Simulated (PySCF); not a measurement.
Compound: CrO2F2 (singlet state).
Structure used (PBE0-D3(BJ)/def2-SVP), in Å, numbered top down from 1:
```
atom  x, y, z in Å
Cr1    0.020    0.000    0.016
O2     0.061   -0.010    1.541
O3     1.455    0.005   -0.498
F4    -0.769    1.388   -0.520
F5    -0.766   -1.383   -0.538
```

The calculation used PBE0-D3(BJ)/def2-SVP geometry optimisation, gas phase (PySCF 2.14.0).

(1) Which atoms are bound to Cr1, and at what distances?

(2) List the angles at Cr1.

(3) What is the shape at Cr1?

(4) What are the rotational constants (commonest isotopes, rigid rotor)?

## Answers

(1) 4 atoms: O3 1.524 Å, O2 1.525 Å, F5 1.685 Å, F4 1.685 Å.

(2) 
```
    angle  degrees  distance of the outer atoms (Å)
F4–Cr1–F5    110.6                             2.77
O2–Cr1–F4    109.7                             2.63
O2–Cr1–F5    109.6                             2.63
O3–Cr1–F4    109.3                             2.62
O3–Cr1–F5    109.3                             2.62
O2–Cr1–O3    108.2                             2.47
```

(3) Tetrahedral: angles from 108.2° to 110.6°; τ4 = (360° − α − β)/141° = 0.99 with α and β the two widest (0 for a square, 1 for a tetrahedron).

(4) A = 4647, B = 4152, C = 3803 MHz: an asymmetric top.

Point group: C2v (tolerance 0.08 Å). Charge 0, singlet. PBE0-D3(BJ)/def2-SVP frequencies: not computed here.
